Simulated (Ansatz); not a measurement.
System: phenylsilane, C$_{6}$H$_{8}$Si, net charge 0, singlet state. SMILES: [SiH3]c1ccccc1
Geometry: optimised at B3LYP-D3(BJ)/def2-TZVP (Ansatz, a quantum-chemistry and plane-wave program).

Quantity: atomisation energy (electronic, to ground-state atoms), in kcal/mol. Cores are frozen in the correlated levels unless marked. Open shells are spin-unrestricted. Spin-orbit coupling is left out. No relativistic terms. The coupled-cluster limit lacks core correlation, which all-electron functionals hold. Basis-set limits of correlation are two-point, X^-3; Hartree-Fock from the larger set.

```json
[
 {"level": "HF/STO-3G", "program": "Ansatz", "atomisation energy (kcal/mol)": "1432.5"}
]
```

**Question.** What does CCSD(T)/CBS(cc-pV(T+d)Z,cc-pV(Q+d)Z) (Ansatz) give?

**Answer.** 1573.9 kcal/mol, so HF/STO-3G differs from it by -141.4 kcal/mol.
